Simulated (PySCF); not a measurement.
C5H6O2Si.
SMILES with atom numbers: `[O:1]=[C:2]1[CH:3]=[CH:4][C:5](=[O:6])[CH:7]1[SiH3:8]`

NICS is the negative of the GIAO shielding at a point without a nucleus: at the ring centre (0) and 1 Å above and below it (1); zz is the component along the ring normal. Level: GIAO PBE0/pcSseg-1 (PySCF, non-relativistic, gas phase) on the GFN2-xTB geometry, one conformer.

Ring bond lengths (Å), with Mayer bond orders in brackets: C2–C3 1.487 (1.01), C3–C4 1.333 (1.69), C4–C5 1.487 (1.01), C5–C7 1.496 (0.96), C7–C2 1.496 (0.96).

Give the NICS values of each ring in ppm.

| ring | type | NICS(0) | NICS(1), two faces | NICS(1)zz, two faces | rms pucker (Å) | centre to ring atoms, mean (Å) |
| --- | --- | --- | --- | --- | --- | --- |
| C2–C3–C4–C5–C7 | 5-membered carbocycle; formal bonds 1 double, 4 single | 6.2 | -2.1 / -2.5 | -2.8 / -5.2 | 0.05 | 1.24 |

What can be read from them?

- C2–C3–C4–C5–C7: mean NICS(1)zz -4.0 ppm, shielded. C7 has four or more neighbours, and the NICS criterion for π rings isn't applied. NICS(0) lies 9 ppm above the mean NICS(1).

What is the mean of the two in-plane components of NICS at the second NICS(1) probe listed for ring C2–C3–C4–C5–C7, 1 Å off the ring?

The isotropic value is a third of the trace: (3 × -2.5 − (-5.2))/2 = -1.1 ppm.

How shielded are the nuclei of the rings and their hydrogens (means over atoms taken as equivalent)?

```json
{"atoms": "C2 (×2)", "environment": "ketone carbonyl carbon", "σ isotropic (ppm)": "-21.3"}
{"atoms": "C3 (×2)", "environment": "alkene CH carbon", "σ isotropic (ppm)": "33.1"}
{"atoms": "C7", "environment": "sp3 carbon bound to silicon", "σ isotropic (ppm)": "139.6"}
{"atoms": "H on C3 (×2)", "environment": "vinylic hydrogen", "σ isotropic (ppm)": "24.54"}
{"atoms": "H on C7", "environment": "methine hydrogen", "σ isotropic (ppm)": "28.88"}
```

The run took 48 s of wall time on one thread, Arm Neoverse N1 (aarch64), shared host, and the process peaked at 0.81 GiB of memory. This is the whole shielding run at PBE0/pcSseg-1, SCF included.
